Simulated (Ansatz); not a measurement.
An input meant for Be₃Se₂⁺ (charge 1, doublet; with a point charge).

```yaml
crystal:
  periodic: [false, false, false]
  atoms:
    - {symbol: Be, position_ang: [-0.411404, -0.880974, -0.883797]}
    - {symbol: Xx, position_ang: [0.588604, 1.105035, -0.398661]}
    - {symbol: Be, position_ang: [-0.177080, -0.223785, 1.282555]}
    - {symbol: Se, position_ang: [-1.533053, 0.789938, -0.073880]}
    - {symbol: Se, position_ang: [1.532923, -0.790213, 0.073784]}
basis:
  gaussian: {orbitals: cc-pVDZ, point_charges: [{charge: 1.00, position_ang: [6.194, 0.957, 0.518]}]}
total_charge: 1
magnetization: {spin_polarized: true, initial_magnetization: 1}
hamiltonian: {xc: {name: rPW86-PBE}, dispersion: d3bjatm}
scf: {lower_state_search: off}
```

```sh
$ ansatz run in.yaml --threads 4 --pin off --events-out ev --progress --plain --max-ram 3916MiB
```

Output, abridged:

```
Error: YAML parse error: error: line 5 column 16: `Xx` is not an element symbol (H … Og, case-exact)
 --> <input>:5:16
3 |   atoms:
4 |     - {symbol: Be, position_ang: [-0.411404, -0.880974, -0.883797]}
5 |     - {symbol: Xx, position_ang: [0.588604, 1.105035, -0.398661]}
6 |     - {symbol: Be, position_ang: [-0.177080, -0.223785, 1.282555]}
7 |     - {symbol: Se, position_ang: [-1.533053, 0.789938, -0.073880]}
```

Task: Something in this input is off. What?

Result: An element symbol is wrong. The program refused the input.
